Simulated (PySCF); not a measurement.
**Atomic charges by several schemes**

Compound: C2H4BrGeN.
SMILES with atom numbers: `[N:1]#[C:2][CH2:3][GeH2:4][Br:5]` (hydrogens: H6, H7 on C3; H8, H9 on Ge4)

Cartesian coordinates in Å at the PBE0-D3(BJ)/def2-SVP level; atoms count from 1:
```
atom  x, y, z in Å
N1    -0.663    2.464    0.784
C2    -0.682    1.582    0.033
C3    -0.671    0.463   -0.883
Ge4    1.119   -0.357   -1.051
Br5    2.394    1.045   -2.355
H6    -1.371   -0.313   -0.533
H7    -0.994    0.785   -1.885
H8     1.788   -0.488    0.321
H9     0.986   -1.694   -1.792
```

Density: PBE0/pcSseg-1 (PySCF); schemes: Mulliken, IAO, Hirshfeld and ESP-fitted. One conformer (not necessarily the lowest) at the PBE0-D3(BJ)/def2-SVP geometry, without solvent, vibrations or thermal averaging. The calculation is non-relativistic, for germanium and bromine too.

Question: For which atoms does the sign change between the 4 schemes (beyond +0.03 e in one, beyond −0.03 e in another)?

Answer: H8 and H9.

Question: Which atoms carry the lowest charge in the Mulliken, IAO, Hirshfeld and ESP-fitted schemes?

Answer: The schemes don't all agree: Mulliken C3 (-0.483); IAO C3 (-0.546); Hirshfeld N1 (-0.227); ESP-fitted N1 (-0.434).

Question: What partial charge does each atom carry?

Answer: In e:

```json
{"atom": "N1", "environment": "nitrile nitrogen", "Mulliken": "-0.242", "IAO": "-0.246", "Hirshfeld": "-0.227", "ESP-fitted": "-0.434"}
{"atom": "C2", "environment": "nitrile carbon", "Mulliken": "+0.073", "IAO": "+0.134", "Hirshfeld": "+0.070", "ESP-fitted": "+0.291"}
{"atom": "C3", "environment": "sp3 carbon bound to germanium", "Mulliken": "-0.483", "IAO": "-0.546", "Hirshfeld": "-0.122", "ESP-fitted": "-0.153"}
{"atom": "Ge4", "environment": "germanium bonded to Br, C and 2 H", "Mulliken": "+0.511", "IAO": "+0.653", "Hirshfeld": "+0.368", "ESP-fitted": "+0.147"}
{"atom": "Br5", "environment": "bromine bonded to Ge", "Mulliken": "-0.336", "IAO": "-0.244", "Hirshfeld": "-0.129", "ESP-fitted": "-0.134"}
{"atom": "H6", "environment": "methylene hydrogen", "Mulliken": "+0.197", "IAO": "+0.191", "Hirshfeld": "+0.069", "ESP-fitted": "+0.135"}
{"atom": "H7", "environment": "methylene hydrogen", "Mulliken": "+0.202", "IAO": "+0.196", "Hirshfeld": "+0.068", "ESP-fitted": "+0.106"}
{"atom": "H8", "environment": "Ge–H hydrogen", "Mulliken": "+0.046", "IAO": "-0.062", "Hirshfeld": "-0.045", "ESP-fitted": "+0.038"}
{"atom": "H9", "environment": "Ge–H hydrogen", "Mulliken": "+0.032", "IAO": "-0.074", "Hirshfeld": "-0.052", "ESP-fitted": "+0.005"}
```

Mean size of the charges over all atoms: IAO 0.261 e, Mulliken 0.236 e, ESP-fitted 0.160 e, Hirshfeld 0.128 e. Each set sums to the total charge, 0, to within 0.001 e. The Mulliken scheme gives each basis function's population to the atom it is centred on and halves the overlap population of two atoms between them.

Question: How closely do the schemes follow one another over all atoms?

Answer: Correlation coefficient and root-mean-square difference: Mulliken with IAO 0.97, 0.081 e; IAO with Hirshfeld 0.92, 0.186 e; Mulliken with Hirshfeld 0.88, 0.165 e; Hirshfeld with ESP-fitted 0.76, 0.132 e; Mulliken with ESP-fitted 0.70, 0.206 e; IAO with ESP-fitted 0.68, 0.238 e.

Question: How many electrons does the ESP-fitted scheme count on N1?

Answer: Z − q = 7 − (-0.434) = 7.434.
